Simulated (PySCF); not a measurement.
F3OTa, triplet, geometry from GFN2-xTB (such geometries of metal compounds can be far from the true shape) (the multiplicity is a formal guess) (core potentials on Ta); DF-HF/def2-SVP in PySCF.

Input for PySCF:
```python
from pyscf import gto, scf

mol = gto.M(
    atom='''
Ta   -0.010663    0.042078   -0.010795
O     1.568693    0.761076   -0.457433
F     1.164340   -1.367584    0.392551
F    -1.400738   -1.153543    0.070445
F    -1.071511    1.503317    0.031168
''',
    basis='def2-svp',
    ecp={'Ta': 'def2-svp'},
    charge=0,
    spin=2,
    verbose=4,
)

mf = scf.UHF(mol)
mf = mf.density_fit(auxbasis='def2-universal-jkfit')
mf.kernel()
```

The log (banner, timings and long lists left out):

```
PySCF version 2.14.0

[INPUT] verbose = 4
[INPUT] num. atoms = 5
[INPUT] num. electrons = 48
[INPUT] charge = 0
[INPUT] spin (= nelec alpha-beta = 2S) = 2
[INPUT] symmetry False subgroup None
[INPUT] Mole.unit = angstrom
[INPUT] Symbol           X                Y                Z      unit          X                Y                Z       unit  Magmom
[INPUT]  1 Ta    -0.010663000000   0.042078000000  -0.010795000000 AA   -0.020150149666   0.079515895869  -0.020399593515 Bohr   0.0
[INPUT]  2 O      1.568693000000   0.761076000000  -0.457433000000 AA    2.964400143522   1.438225199979  -0.864423090338 Bohr   0.0
[INPUT]  3 F      1.164340000000  -1.367584000000   0.392551000000 AA    2.200283715876  -2.584359212337   0.741813879924 Bohr   0.0
[INPUT]  4 F     -1.400738000000  -1.153543000000   0.070445000000 AA   -2.647011192271  -2.179880342909   0.133121756845 Bohr   0.0
[INPUT]  5 F     -1.071511000000   1.503317000000   0.031168000000 AA   -2.024862329459   2.840857408403   0.058898983850 Bohr   0.0

nuclear repulsion = 216.644015613934
number of shells = 36
number of NR pGTOs = 153
number of NR cGTOs = 88
basis = def2-svp
ecp = {'Ta': 'def2-svp'}

******** <class 'pyscf.df.df_jk.DFUHF'> ********
method = DFUHF
initial guess = minao
damping factor = 0
level_shift factor = 0
DIIS = <class 'pyscf.scf.diis.CDIIS'>
diis_start_cycle = 1
diis_space = 8
diis_damp = 0
SCF conv_tol = 1e-09
SCF conv_tol_grad = None
SCF max_cycles = 50
direct_scf = False
number electrons alpha = 25  beta = 23
Set gradient conv threshold to 3.16228e-05
******** <class 'pyscf.df.df.DF'> ********
auxbasis = def2-universal-jkfit
init E= -415.867306811971

cycle= 1 E= -429.275515584085  delta_E= -13.4  |g|= 0.595  |ddm|= 5.57
cycle= 2 E= -429.34745120367  delta_E= -0.0719  |g|= 0.332  |ddm|= 0.55
cycle= 3 E= -429.386127174882  delta_E= -0.0387  |g|= 0.0719  |ddm|= 0.243
cycle= 4 E= -429.390006619796  delta_E= -0.00388  |g|= 0.0202  |ddm|= 0.111
cycle= 5 E= -429.390856427868  delta_E= -0.00085  |g|= 0.00982  |ddm|= 0.0602
cycle= 6 E= -429.39104548639  delta_E= -0.000189  |g|= 0.00602  |ddm|= 0.0242
cycle= 7 E= -429.391145455677  delta_E= -0.0001  |g|= 0.0044  |ddm|= 0.0148
cycle= 8 E= -429.391215101107  delta_E= -6.96e-05  |g|= 0.00379  |ddm|= 0.0107
cycle= 9 E= -429.391303668361  delta_E= -8.86e-05  |g|= 0.00341  |ddm|= 0.0142
cycle= 10 E= -429.391399447781  delta_E= -9.58e-05  |g|= 0.00302  |ddm|= 0.017
cycle= 11 E= -429.391532025457  delta_E= -0.000133  |g|= 0.00238  |ddm|= 0.0288
cycle= 12 E= -429.391672326187  delta_E= -0.00014  |g|= 0.00138  |ddm|= 0.0503
cycle= 13 E= -429.391688155562  delta_E= -1.58e-05  |g|= 0.000894  |ddm|= 0.0109
cycle= 14 E= -429.391699351353  delta_E= -1.12e-05  |g|= 0.000609  |ddm|= 0.0138
cycle= 15 E= -429.391701488893  delta_E= -2.14e-06  |g|= 0.000513  |ddm|= 0.00409
cycle= 16 E= -429.391702874403  delta_E= -1.39e-06  |g|= 0.000463  |ddm|= 0.00198
cycle= 17 E= -429.391704241662  delta_E= -1.37e-06  |g|= 0.000414  |ddm|= 0.00175
cycle= 18 E= -429.391706482207  delta_E= -2.24e-06  |g|= 0.000351  |ddm|= 0.00325
cycle= 19 E= -429.391709313387  delta_E= -2.83e-06  |g|= 0.00024  |ddm|= 0.00554
cycle= 20 E= -429.391710334963  delta_E= -1.02e-06  |g|= 0.000174  |ddm|= 0.00318
cycle= 21 E= -429.391710758477  delta_E= -4.24e-07  |g|= 0.000123  |ddm|= 0.00214
cycle= 22 E= -429.391710976052  delta_E= -2.18e-07  |g|= 6.62e-05  |ddm|= 0.00208
cycle= 23 E= -429.39171100281  delta_E= -2.68e-08  |g|= 4.42e-05  |ddm|= 0.00076
cycle= 24 E= -429.391711007208  delta_E= -4.4e-09  |g|= 3.13e-05  |ddm|= 0.00043
cycle= 25 E= -429.391711011946  delta_E= -4.74e-09  |g|= 2.44e-05  |ddm|= 0.000173
cycle= 26 E= -429.391711014025  delta_E= -2.08e-09  |g|= 2.09e-05  |ddm|= 8.77e-05
cycle= 27 E= -429.391711018836  delta_E= -4.81e-09  |g|= 1.68e-05  |ddm|= 0.000184
cycle= 28 E= -429.39171102211  delta_E= -3.27e-09  |g|= 1.39e-05  |ddm|= 0.00015
cycle= 29 E= -429.391711024857  delta_E= -2.75e-09  |g|= 9.85e-06  |ddm|= 0.000244
cycle= 30 E= -429.391711025536  delta_E= -6.79e-10  |g|= 7.82e-06  |ddm|= 0.000135
Extra cycle  E= -429.391711025697  delta_E= -1.61e-10  |g|= 7.26e-06  |ddm|= 1.38e-05
converged SCF energy = -429.391711025697  <S^2> = 2.0075849  2S+1 = 3.0050523
```
